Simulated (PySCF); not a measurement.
Trisilylamine, SMILES [SiH3]N([SiH3])[SiH3] (H9NSi3) (B3LYP/def2-SVP optimised geometry):

```
13

Si    -0.160    -2.564     2.101
N     -1.066    -1.194     1.451
Si    -2.655    -0.800     2.116
Si    -0.489    -0.369     0.000
H     -0.433    -2.678     3.562
H     -0.538    -3.859     1.457
H      1.295    -2.340     1.868
H     -2.654    -1.080     3.579
H     -2.939     0.643     1.871
H     -3.752    -1.601     1.492
H     -0.952    -1.031    -1.259
H     -1.001     1.031     0.000
H      1.001    -0.369     0.000
```

Calculation: PySCF with B3LYP/def2-TZVP.

Task: What are the frontier orbital energies and the dipole moment?

Result: HOMO-2 -9.39 eV, HOMO-1 -9.16 eV, HOMO -7.45 eV, LUMO -0.60 eV, LUMO+1 0.39 eV; dipole moment 0.10 D.

On the same geometry PySCF with PBE/def2-TZVP gives HOMO-2 -8.25 eV, HOMO-1 -8.02 eV, HOMO -6.40 eV, LUMO -1.31 eV, LUMO+1 -0.26 eV; dipole moment 0.11 D.

Meta-Löwdin charges at B3LYP/def2-TZVP: Si1 0.62, N2 -0.86, Si3 0.62, Si4 0.62, H5 -0.10, H6 -0.12, H7 -0.10, H8 -0.10, H9 -0.10, H10 -0.12, H11 -0.12, H12 -0.10, H13 -0.10.
